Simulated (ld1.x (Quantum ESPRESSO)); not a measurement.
Te (Z = 52) TM: all-electron and pseudo phase curves

Te, norm-conserving Troullier–Martins (Kleinman–Bylander form), made with ld1.x (Quantum ESPRESSO) 7.5 (Wu–Cohen, scalar-relativistic). Core [Kr], reference 4d10 5s2 5p4. Waves: 5p (bound): rc 1.95 bohr; 4d (bound): rc 1.25 bohr; 5s (bound): rc 1.85 bohr. Local part: the s channel. Core correction: none.

The phase is arctan(r·u′/u) with u = r·R(r), unwrapped; energies in Ry, scanned from -5 to 5 Ry. A pole is an energy at which the radial function vanishes at the test radius. The pseudo phase is shifted by a multiple of π to meet the all-electron one at the reference energy, and phase errors are pseudo minus all-electron; the curves can meet again beyond the range given. Levels narrower than the energy grid can be missing from the lists of poles.

Q: For each channel, where are the poles, and over which energies does the pseudopotential scatter like the atom?

A:

```
channel  radius (bohr)  reference energy (Ry)  poles, all-electron  poles, pseudo  unbroken range about the reference energy with phases within 0.05 rad  phase error 1 Ry above the reference energy (rad)
      s           2.15                  -1.11                 1.47           1.36                                                              below 3.8                                             -0.003
      p           2.15                  -0.44                 3.21           2.98                                                        the whole range                                             -0.006
      d           2.15                  -3.06                -2.92          -2.91                                                             below -0.1                                             +0.008
```

Phases in the d channel:

```tsv
E (Ry)	all-electron	pseudo
-5.00	1.341	1.343
-4.48	1.318	1.321
-3.96	1.275	1.279
-3.44	1.113	1.121
-2.92	-1.566	-1.565
-2.40	-1.753	-1.747
-1.88	-1.810	-1.801
-1.36	-1.856	-1.841
-0.84	-1.905	-1.883
-0.32	-1.970	-1.933
0.20	-2.066	-2.000
0.72	-2.226	-2.098
1.24	-2.535	-2.255
1.76	-3.137	-2.533
2.28	-3.818	-3.027
2.80	-4.202	-3.631
3.32	-4.395	-4.045
3.84	-4.505	-4.272
4.36	-4.576	-4.404
4.88	-4.626	-4.488
```
